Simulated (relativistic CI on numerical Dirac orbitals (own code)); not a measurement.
## Level scheme of Ba9+

Method of calculation: Dirac-Coulomb-Breit CI, orbitals from a KLI potential per configuration, model QED, unscaled Slater integrals (own radial code, finite nucleus).

CI space (outside the closed core [Kr]): 4d10.5s, 4d10.5p, 4d10.4f, 4d10.5d, 4d10.5f, 4d10.5g, 4d9.5s.4f, 4d10.6s, 4d9.5s2, 4d10.6p, 4d10.6d, 4d9.5s.5p, 4d10.7s, 4d10.7p, 4d10.6f, 4d10.7d, 4d10.8s, 4d10.9s, 4d9.5s.5d, 4d9.5s.6s. Double excitations out of closed p, d and f shells are left out; levels of such configurations are missing from the list, as are those of other unlisted configurations, and high levels can miss mixing partners.

The lowest level is 4d10.5s 2S_1/2, with 100 % of that term; Hund's rules for 4d10.5s give 2S with J = 1/2, in agreement.

| No. | Configuration | Term | J | E (cm⁻¹) | % | Landé g |
| --- | --- | --- | --- | --- | --- | --- |
| 1 | 4d10.5s | 2S | 1/2 | 0 | 100 | 2.002 |
| 2 | 4d10.5p | 2P° | 1/2 | 133735 | 99 | 0.665 |
| 3 | 4d10.5p | 2P° | 3/2 | 160176 | 99 | 1.334 |
| 4 | 4d10.4f | 2F° | 5/2 | 220304 | 100 | 0.856 |
| 5 | 4d10.4f | 2F° | 7/2 | 221615 | 100 | 1.143 |
| 6 | 4d10.5d | 2D | 3/2 | 376814 | 100 | 0.799 |
| 7 | 4d10.5d | 2D | 5/2 | 381200 | 100 | 1.200 |
| 8 | 4d10.6s | 2S | 1/2 | 515898 | 100 | 2.002 |
| 9 | 4d10.6p | 2P° | 1/2 | 574955 | 100 | 0.666 |
| 10 | 4d10.6p | 2P° | 3/2 | 585895 | 100 | 1.334 |
| 11 | 4d9.5s2 | 2D | 5/2 | 604790 | 100 | 1.199 |
| 12 | 4d10.5f | 2F° | 5/2 | 613206 | 100 | 0.857 |
| 13 | 4d10.5f | 2F° | 7/2 | 613905 | 100 | 1.143 |
| 14 | 4d9.5s2 | 2D | 3/2 | 626116 | 100 | 0.798 |
| 15 | 4d10.6d | 2D | 3/2 | 684156 | 100 | 0.799 |
| 16 | 4d10.6d | 2D | 5/2 | 686180 | 100 | 1.200 |
| 17 | 4d9.5s.5p | 4P° | 5/2 | 710181 | 74 | 1.508 |
| 18 | 4d9.5s.5p | 2F° | 5/2 | 719294 | 43 | 1.024 |
| 19 | 4d9.5s.5p | 4F° | 7/2 | 720730 | 63 | 1.254 |
| 20 | 4d9.5s.5p | 4P° | 3/2 | 723173 | 44 | 1.330 |
| 21 | 4d10.5g | 2G | 9/2 | 724219 | 100 | 1.111 |
| 22 | 4d10.5g | 2G | 7/2 | 724250 | 100 | 0.889 |
| 23 | 4d9.5s.5p | 4F° | 3/2 | 733609 | 83 | 0.590 |
| 24 | 4d9.5s.5p | 4F° | 9/2 | 737222 | 100 | 1.333 |
| 25 | 4d9.5s.5p | 4P° | 1/2 | 741724 | 65 | 1.809 |
| 26 | 4d9.5s.5p | 2D° | 3/2 | 742618 | 46 | 1.207 |
| 27 | 4d9.5s.5p | 2F° | 5/2 | 742765 | 50 | 1.013 |
| 28 | 4d10.7s | 2S | 1/2 | 748118 | 100 | 2.002 |
| 29 | 4d9.5s.5p | 4D° | 7/2 | 748489 | 74 | 1.359 |
| 30 | 4d9.5s.5p | 2D° | 5/2 | 749953 | 50 | 1.263 |
| 31 | 4d9.5s.5p | 2P° | 3/2 | 750942 | 52 | 1.182 |
| 32 | 4d9.5s.5p | 2P° | 1/2 | 752266 | 80 | 0.550 |
| 33 | 4d9.5s.4f | 4P° | 1/2 | 753636 | 97 | 2.592 |
| 34 | 4d9.5s.4f | 4P° | 3/2 | 757076 | 95 | 1.711 |
| 35 | 4d9.5s.5p | 4D° | 1/2 | 759487 | 50 | 1.031 |
| 36 | 4d9.5s.4f | 4P° | 5/2 | 763622 | 92 | 1.578 |
| 37 | 4d9.5s.5p | 2F° | 7/2 | 765402 | 64 | 1.190 |
| 38 | 4d9.5s.5p | 4D° | 3/2 | 766896 | 50 | 1.156 |
| 39 | 4d9.5s.4f | 2P° | 1/2 | 767603 | 91 | 0.666 |
| 40 | 4d9.5s.5p | 2D° | 5/2 | 770626 | 46 | 1.240 |
| 41 | 4d9.5s.4f | 2P° | 3/2 | 774710 | 83 | 1.299 |
| 42 | 4d9.5s.4f | 4H° | 13/2 | 775239 | 100 | 1.230 |
| 43 | 4d9.5s.4f | 4H° | 11/2 | 778319 | 89 | 1.129 |
| 44 | 4d10.7p | 2P° | 1/2 | 780066 | 95 | 0.661 |
| 45 | 4d9.5s.4f | 4H° | 9/2 | 782105 | 76 | 0.959 |

Energies count from the lowest computed level; ° marks odd parity.

The mean weight of the leading LS term, summed over parents, in these 45 levels is 83 %, and that of the leading jj configuration (from the same eigenvectors) 85 %.

At this charge transitions that keep the count of f electrons are usually good to a few per cent. Levels and lines within the n = 5 or 6 shells can be off by up to 10 % or somewhat more, and those that change n by about 2 %, since core polarisation is missing. Levels that differ in their count of f electrons can be misplaced by several ten thousand cm⁻¹, since the correlation energy of f electrons is missing or only estimated; rates across such gaps can be off by orders of magnitude.

LS names give the leading component of a level, which can be under half, so a name can repeat, a term be missing and a line seem to break the LS rules.
